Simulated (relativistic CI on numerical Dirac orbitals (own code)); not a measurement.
Calculated at this level of theory: Dirac-Coulomb-Breit CI, orbitals from a KLI potential per configuration, QED by a radiative potential, unscaled Slater integrals (own radial code, finite nucleus).

The strongest absorption lines from the ground level of an ion, among the configurations computed and to levels below about 519 eV (vacuum wavelength in nm, gf): 4.5784 (0.18), 4.7487 (0.68), 4.7658 (1.2), 4.7888 (1.5), 5.0490 (0.092), 6.3082 (0.35), 6.3417 (0.12), 6.4382 (0.48).

Which ion is it?
A. Sb XXXVI
B. Xe XLI
C. Xe XXXIX
D. Cd XXXIII

C. Xe XXXIX has 16 electrons and the ground level 3s²3p⁴ ³P2; the strongest line goes to 3s²3p³3d ³D°3. The pattern of lines fixes the number of electrons, and along that sequence the line energies rise steadily with the charge (about as its square where n changes within one kind of shell, about linearly where n is kept but much faster in heavy ions where fine structure, which grows about as Z⁴, sets the gap, and irregularly where shells cross), which fixes Z. Configurations outside the model, such as inner-shell arrays, can give stronger lines. At this charge energies of transitions that change n are usually good to better than 1 %, and those within a shell (Δn = 0) to a few per cent.

LS names give the leading component of a level, which can be under half, so a name can repeat, a term be missing and a line seem to break the LS rules.
